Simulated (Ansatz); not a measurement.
AlClH₆SSi₂ at its PBE0-D4/def2-TZVP geometry, where that method's forces vanish. The species carries charge 0 and has multiplicity 1. The bonds changed during the relaxation, so this is another structure than the one it started from.

```json
{"atom": "Si1", "x (Å)": "1.311", "y (Å)": "-0.590", "z (Å)": "1.581"}
{"atom": "Si2", "x (Å)": "-0.584", "y (Å)": "0.307", "z (Å)": "0.550"}
{"atom": "S3", "x (Å)": "-0.897", "y (Å)": "-1.150", "z (Å)": "-1.206"}
{"atom": "Al4", "x (Å)": "-0.542", "y (Å)": "1.262", "z (Å)": "-1.642"}
{"atom": "Cl5", "x (Å)": "1.394", "y (Å)": "1.506", "z (Å)": "-2.448"}
{"atom": "H6", "x (Å)": "2.364", "y (Å)": "-0.761", "z (Å)": "0.547"}
{"atom": "H7", "x (Å)": "1.791", "y (Å)": "0.356", "z (Å)": "2.624"}
{"atom": "H8", "x (Å)": "1.012", "y (Å)": "-1.903", "z (Å)": "2.210"}
{"atom": "H9", "x (Å)": "-1.800", "y (Å)": "0.114", "z (Å)": "1.390"}
{"atom": "H10", "x (Å)": "-2.232", "y (Å)": "-0.991", "z (Å)": "-1.253"}
{"atom": "H11", "x (Å)": "-1.818", "y (Å)": "1.850", "z (Å)": "-2.354"}
```

**Question.** For each bond, give half the difference of the two atoms' forces along it (eV/Å; positive pushes the atoms apart) under PBE-D4, r2SCAN-D4, B3LYP-D4, ωB97M-V in def2-TZVPP. (Estimate.)

**Answer.** Ansatz gave: 
```json
{"bond": "Si1–Si2", "length (Å)": "2.337", "PBE-D4": "-0.07", "r2SCAN-D4": "0.00", "B3LYP-D4": "0.09", "ωB97M-V": "0.06"}
{"bond": "Si1–H6", "length (Å)": "1.485", "PBE-D4": "0.09", "r2SCAN-D4": "-0.01", "B3LYP-D4": "-0.07", "ωB97M-V": "-0.09"}
{"bond": "Si1–H7", "length (Å)": "1.487", "PBE-D4": "0.10", "r2SCAN-D4": "-0.02", "B3LYP-D4": "-0.07", "ωB97M-V": "-0.10"}
{"bond": "Si1–H8", "length (Å)": "1.487", "PBE-D4": "0.08", "r2SCAN-D4": "-0.02", "B3LYP-D4": "-0.07", "ωB97M-V": "-0.11"}
{"bond": "Si2–S3", "length (Å)": "2.304", "PBE-D4": "0.18", "r2SCAN-D4": "0.09", "B3LYP-D4": "0.23", "ωB97M-V": "0.09"}
{"bond": "Si2–Al4", "length (Å)": "2.391", "PBE-D4": "0.00", "r2SCAN-D4": "0.05", "B3LYP-D4": "0.10", "ωB97M-V": "0.08"}
{"bond": "Si2–H9", "length (Å)": "1.491", "PBE-D4": "0.11", "r2SCAN-D4": "-0.02", "B3LYP-D4": "-0.12", "ωB97M-V": "-0.14"}
{"bond": "S3–Al4", "length (Å)": "2.477", "PBE-D4": "0.10", "r2SCAN-D4": "0.04", "B3LYP-D4": "0.15", "ωB97M-V": "0.06"}
{"bond": "S3–H10", "length (Å)": "1.345", "PBE-D4": "0.25", "r2SCAN-D4": "0.01", "B3LYP-D4": "-0.04", "ωB97M-V": "-0.09"}
{"bond": "Al4–Cl5", "length (Å)": "2.111", "PBE-D4": "0.16", "r2SCAN-D4": "0.03", "B3LYP-D4": "0.14", "ωB97M-V": "0.09"}
{"bond": "Al4–H11", "length (Å)": "1.575", "PBE-D4": "0.02", "r2SCAN-D4": "-0.04", "B3LYP-D4": "-0.17", "ωB97M-V": "-0.19"}
```

B3LYP here is the variant with VWN-RPA as its local correlation; programs differ in this.
